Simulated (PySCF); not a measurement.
**Solvent effects on NMR parameters**

Structure with atom numbers: `[CH2:1]=[CH:2][S:3][CH2:4][C:5]#[C:6][CH3:7]` (H(Xn): hydrogen on atom n). Ha(C1) is cis to S3; Hb(C1) is trans to S3.

GIAO PBE0/pcSseg-1 in PySCF 2.14 on one PBE0-D3(BJ)/def2-SVP conformer, non-relativistic, equivalent nuclei averaged. Solvents enter as an IEF-PCM continuum (chloroform with ε = 4.7, dichloromethane with ε = 8.9) around the gas-phase geometry. Shifts are referred to TMS, CS2 computed in the same medium.

In chloroform, δ in ppm: C2 143.6, C1 120.3, C6 88.5, C5 79.9, C4 25.9, C7 4.6, S3 59.8, H(C2) 6.75, Hb(C1) 5.65, Ha(C1) 5.62, H(C4) 3.31, H(C7) 2.02. Dipole moment 2.32 D.

Task: How does each δ change in the more polar medium?

Result: 
```csv
atoms,environment,"Δδ, dichloromethane"
C2,alkene CH,+0.1
C1,terminal =CH2 carbon,+0.5
C6,alkyne carbon,+0.5
C5,alkyne carbon,+0.1
C4,propargylic sp3 CH2 bonded to S,+0.1
C7,propargylic methyl carbon,0.0
S3,sulfide sulfur,-1.9
H(C2),hydrogen on an alkene CH,+0.01
Hb(C1),hydrogen on a terminal =CH2 carbon,+0.04
Ha(C1),hydrogen on a terminal =CH2 carbon,+0.03
H(C4),hydrogen on a propargylic sp3 CH2 bonded to S,+0.04
H(C7),hydrogen on a propargylic methyl carbon,+0.02
```

Changes are relative to chloroform. The dipole moment becomes 2.38 D in dichloromethane.

Task: Which nuclei move most (in ppm), and what does the model miss?

Result: S3 (sulfide sulfur, -1.9 ppm) in dichloromethane. A continuum only polarises the solute; specific hydrogen bonds, the anisotropy of aromatic solvents and changes of geometry or conformer are outside it.
